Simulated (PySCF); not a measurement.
Two species compared at the same levels of theory.

First species: C4H5F3O4Si.
SMILES: `O=C(O[SiH3])C(=O)OCC(F)(F)F`

Second species: C6H11F3NP.
SMILES: `C=C[P@](CC)(=NC)C(F)(F)F`

Levels: PBE0/pcSseg-1 for HOMO energy, LUMO energy and HOMO–LUMO gap. Geometries: GFN2-xTB. Each structure is a single optimised conformer of the isolated species, non-relativistic unless stated; the electronic structure was computed with PySCF and density fitting.

Dipoles, sizes and rotational constants follow the conformer. The torsions of the flexible species, by atom-mapped SMILES:
- `[CH2:1]=[CH:2][P@:3]([CH2:4][CH3:5])(=[N:6][CH3:7])[C:8]([F:9])([F:10])[F:11]`: C1–C2–P3–C4 -44°, C2–P3–C4–C5 -71°, C2–P3–C8–F9 64°

The conformers of `O=C(O[SiH3])C(=O)OCC(F)(F)F` aren't listed.

Values for the first species:

```
HOMO energy   : -8.43 eV
LUMO energy   : -1.67 eV
HOMO–LUMO gap : 6.76 eV
```

(1) Estimate the same properties for the second species, and the change in each.

Results:

(1) 
```csv
property,first,second,second less first
HOMO energy,-8.43 eV,-6.47 eV,+1.96 eV
LUMO energy,-1.67 eV,-1.09 eV,+0.58 eV
HOMO–LUMO gap,6.76 eV,5.38 eV,-1.38 eV
```

